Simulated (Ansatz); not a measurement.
Computed with Ansatz on PBE0-D4/def2-TZVP structures; ΔE is electronic, products minus reactants. CBS: MP2 limit from def2 TZ/QZ plus the TZ coupled-cluster correction, frozen cores. This one scheme is used for every species. DFT in def2-TZVPP. One conformer a species, not always the lowest.

`[OH][AlH][SiH2]O` + `C[SiH2]N` → `C[SiH2]N[SiH2]O` + `[OH][AlH2]`  (cleavage of the Si–Al bond)

**Question.** Is it downhill or uphill in electronic energy at CCSD(T)/CBS, and by how much? (An estimate is asked.)

**Answer.** Ansatz gave: Downhill: ΔE = -93.2 kJ/mol.

**Question.** What do these levels give: PBE0-D4, ωB97M-V, r2SCAN, SCS-MP2/def2-TZVPP, CCSD(T)/def2-TZVPP, SCS-MP2/def2-QZVPP? (An estimate is asked.)

**Answer.** Ansatz gave: PBE0-D4 -78.9, ωB97M-V -98.2, r2SCAN -86.3, SCS-MP2/def2-TZVPP -102.6, CCSD(T)/def2-TZVPP -94.3, SCS-MP2/def2-QZVPP -102.3 kJ/mol.

Largest T1 diagnostic among the species: 0.013.

The D4 term adds −6.3 kJ/mol with B3LYP and −3.4 kJ/mol with PBE0; it sums over pairs of atoms, weighted by their polarisabilities, and B3LYP, whose exchange is more repulsive, gets the larger term. From PBE to PBE0 (25 % exact exchange), in def2-TZVPP and without D4, ΔE moves by −8.2 kJ/mol.

B3LYP here is the variant with VWN-RPA as its local correlation; programs differ in this.
